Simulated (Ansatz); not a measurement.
Ansatz (a program for electronic structure) input:

Ansatz 0.2 input:
```yaml
crystal:
  periodic: [false, false, false]
  atoms:
    - {symbol: W, position_ang: [0.03912518, -0.01282985, -0.00865191]}
    - {symbol: O, position_ang: [1.61331285, -0.52903435, -0.35675858]}
    - {symbol: F, position_ang: [-0.76242127, -0.35617808, 1.67128614]}
    - {symbol: F, position_ang: [-0.99333055, 0.93192074, -1.28302944]}
basis:
  gaussian:
    orbitals: def2-TZVP
hamiltonian:
  xc: b3lyp
  dispersion: d3bj
magnetization: {spin_polarized: true, initial_magnetization: 2}
phonons: {temperatures: {t_min: 298.15, t_max: 298.15, t_step: 100}}
```

Q: Predict the final energy.

A: -342.27733 Eh (B3LYP-D3(BJ)/def2-TZVP). The basis has 133 functions.

The spin state was set by rule; other spins were not relaxed.
